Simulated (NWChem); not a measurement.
# CsF; SMILES [F][Cs]

All runs: NWChem. All runs use the structure optimised with PBE0-D3(BJ)/def2-TZVP. def2 effective core potentials on Cs; no spin-orbit coupling. B3LYP is NWChem's, with the RPA form of VWN correlation. Ions are spin-unrestricted doublets at the neutral geometry; other ion states weren't tried.

Order these by “−ε(HOMO) (eV)”, lowest first: M06-2X/def2-SVP; PBE0/def2-SVP; PBE/def2-SVP.

PBE/def2-SVP (4.25), PBE0/def2-SVP (5.83), M06-2X/def2-SVP (7.56)
